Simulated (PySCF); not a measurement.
Molfile (atoms numbered from 1):
```
C2H7GaS
     RDKit          3D

 11 10  0  0  0  0  0  0  0  0999 V2000
   -2.4744   -0.1262    0.2921 C   0  0  0  0  0  0  0  0  0  0  0  0
   -0.9185   -0.8095    0.9536 S   0  0  0  0  0  0  0  0  0  0  0  0
    0.6292    0.2857   -0.1626 Ga  0  0  0  0  0  3  0  0  0  0  0  0
    2.4971   -0.1128    0.2767 C   0  0  0  0  0  0  0  0  0  0  0  0
   -3.1069   -0.9558   -0.0525 H   0  0  0  0  0  0  0  0  0  0  0  0
   -3.0025    0.4157    1.0887 H   0  0  0  0  0  0  0  0  0  0  0  0
   -2.2934    0.5583   -0.5481 H   0  0  0  0  0  0  0  0  0  0  0  0
    0.0812    1.3081   -1.2226 H   0  0  0  0  0  0  0  0  0  0  0  0
    2.6277   -1.1836    0.4922 H   0  0  0  0  0  0  0  0  0  0  0  0
    2.7891    0.4472    1.1797 H   0  0  0  0  0  0  0  0  0  0  0  0
    3.1770    0.1754   -0.5379 H   0  0  0  0  0  0  0  0  0  0  0  0
  1  2  1  0
  2  3  1  0
  3  4  1  0
  1  5  1  0
  1  6  1  0
  1  7  1  0
  3  8  1  0
  4  9  1  0
  4 10  1  0
  4 11  1  0
M  END
```

Geometry: PBE0-D3(BJ)/def2-SVP; GIAO shifts from PySCF 2.14, gas phase, non-relativistic, averaged over equivalent atoms.

At PBE0/pcSseg-1 (134 basis functions, 12 s wall time on 1 thread of an Arm Neoverse V1, shared host):
```tsv
atoms	δ (ppm)
C1	19.1
C4	-2.9
S2	-29.6
Ga3	609.5
H8	6.16
H5/H6/H7	2.34
H9/H10/H11	0.31
```

Referencing at the same level of theory: TMS for 13C (σ = 184.41 ppm) and 1H (σ = 31.27 ppm); CS2 for 33S (σ = 495.66 ppm); 71Ga (σ = 1710.18 ppm) against GaH4-.

Problem. Estimate the result of repeating the calculation with mPW1PW91/pcSseg-2.

Solution. 
```json
{"atoms": "C1", "δ at mPW1PW91/pcSseg-2": "19.3", "change": "+0.2"}
{"atoms": "C4", "δ at mPW1PW91/pcSseg-2": "-3.1", "change": "-0.2"}
{"atoms": "S2", "δ at mPW1PW91/pcSseg-2": "-17.5", "change": "+12.1"}
{"atoms": "Ga3", "δ at mPW1PW91/pcSseg-2": "599.6", "change": "-9.9"}
{"atoms": "H8", "δ at mPW1PW91/pcSseg-2": "6.29", "change": "+0.13"}
{"atoms": "H5/H6/H7", "δ at mPW1PW91/pcSseg-2": "2.47", "change": "+0.13"}
{"atoms": "H9/H10/H11", "δ at mPW1PW91/pcSseg-2": "0.25", "change": "-0.06"}
```

Shifts are taken against calculated references (same method and geometry level): TMS for 13C (σref 183.53), 1H (σref 31.29); CS2 for 33S (σref 499.37); GaH4- for 71Ga (σref 1710.67).

The largest change is at S2 (sulfur bonded to C, Ga). Cost: 276 basis functions, 34 s wall time on 1 thread of an Arm Neoverse V1, shared host.

Relativistic effects, spin–orbit coupling among them, are left out; they matter for Ga and for the light atoms bonded to it.
